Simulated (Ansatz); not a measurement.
Computed with Ansatz on PBE0-D4/def2-TZVP structures; ΔE is electronic, products minus reactants. CCSD(T)/CBS is the MP2 limit (def2-TZVPP, def2-QZVPP) plus CCSD(T) − MP2 in def2-TZVPP, frozen cores. This one scheme is used for every species. Functionals use def2-TZVPP. For Zn outer-core shells are correlated without core-valence functions, which leaves a few kJ/mol of doubt a bond. Scalar relativity is left out up to krypton. Each species was taken in one conformer, which may not be the lowest.

`[OH][AlH][AlH2]` + `[F][ZnH]` → `[OH][AlH][Zn][F]` + `[AlH3]`  (formal exchange of groups at the Al–Al bond)

```csv
species,r2SCAN-D4 energy (Eh)
`[OH][AlH][AlH2]`,-562.46246
`[F][ZnH]`,-1879.85101
`[OH][AlH][Zn][F]`,-2198.16015
`[AlH3]`,-244.16815
```

Q: Work out ΔE.

A: ΔE = (-2198.16015) + (-244.16815) − (-562.46246) − (-1879.85101) = -0.01483 Eh = -38.9 kJ/mol. CCSD(T)/CBS gives -40.2 kJ/mol.

Largest T1 diagnostic among the species: 0.018.

Leaving LDA and LC-ωPBE aside and taking each functional with its dispersion term where it has one, the values, not all of them listed here, spread over 13.7 kJ/mol, from ωB97M-V to HSE06-D4. LDA lies +3.6 kJ/mol from PBE without D4.
